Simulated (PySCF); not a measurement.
**Working out the ionisation energy of Cd**

Cd [Kr] 4d10 5s2 (1S) → Cd⁺ [Kr] 4d10 5s1 (2S). Calculation: PySCF 2.14, in cc-pVTZ-PP with ECP28MDF; a scalar-relativistic core potential. Frozen: 4s2 4p6. Energies in hartree (1 hartree = 27.21139 eV):

```csv
part,Cd (lower),Cd⁺ (upper)
UHF,-166.838760,-166.568358
MP2 opposite-spin,-0.292733,-0.254405
MP2 same-spin,-0.162909,-0.149878
```

Task: What does Hartree-Fock give?

Result: (-166.568358) − (-166.838760) = 0.270402 hartree = 7.358 eV.

Task: What do MP2 and SCS-MP2 (6/5 opposite-spin, 1/3 same-spin) give?

Result: The opposite-spin parts differ by 1.043 eV and the same-spin parts by 0.355 eV. MP2: 7.358 + (1.043) + (0.355) = 8.756 eV. SCS-MP2: 7.358 + 1.2 × (1.043) + (0.355)/3 = 8.728 eV.

Measured between the centres of the two terms (NIST): 8.994 eV, so MP2 (valence) is off by -0.238 eV.

What remains against the reference includes basis incompleteness, the frozen core and correlation beyond second order.
